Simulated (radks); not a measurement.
Results of a calculation; reference values are marked as such.
Excited configurations of Cr III: one electron is placed in a higher orbital outside [Ar] 3d3. The ground configuration is [Ar] 3d4. Level of theory: scalar-relativistic Kohn-Sham, LDA (Slater exchange, Perdew-Wang correlation), spin-polarised, spherical densities, point nucleus; open shells are filled with parallel spins first (a radial shooting solver on a logarithmic mesh with Libxc functionals). Excitation = E - E(ground); binding = E(ion) - E, where the ion is the core of charge +3; n* = 3/sqrt(2 binding) in atomic units, and the quantum defect is n - n*.

outer orbital  excitation (eV)  binding (eV)  quantum defect  eigenvalue (eV)  <r> (bohr)
4s                       6.541        25.716           1.818          -21.805       2.531
4p                      12.343        19.914           1.520          -16.624       2.929
4d                      19.896        12.362           0.853          -10.150       4.084
5s                      20.166        12.091           1.818          -10.433       5.232
5d                      24.975         7.283           0.899           -6.170       7.671
5f                      27.005         5.252           0.171           -4.409       9.848
6p                      26.055         6.202           1.557           -5.375       9.865
6d                      27.461         4.797           0.947           -4.130       12.19
6f                      28.558         3.700           0.247           -3.164       15.00
7s                      27.576         4.681           1.885           -4.093       13.48
7p                      28.064         4.193           1.596           -3.660       14.76
7d                      28.860         3.398           0.997           -2.955       17.67

The Delta-SCF ionisation energy is 32.257 eV (NIST Atomic Spectra Database: 30.96 eV, measured). Self-interaction in the functional shifts the binding energies and quantum defects, so they are the method's values and not measured ones. Open shells are spherical and high-spin; term and fine-structure splittings are not resolved.
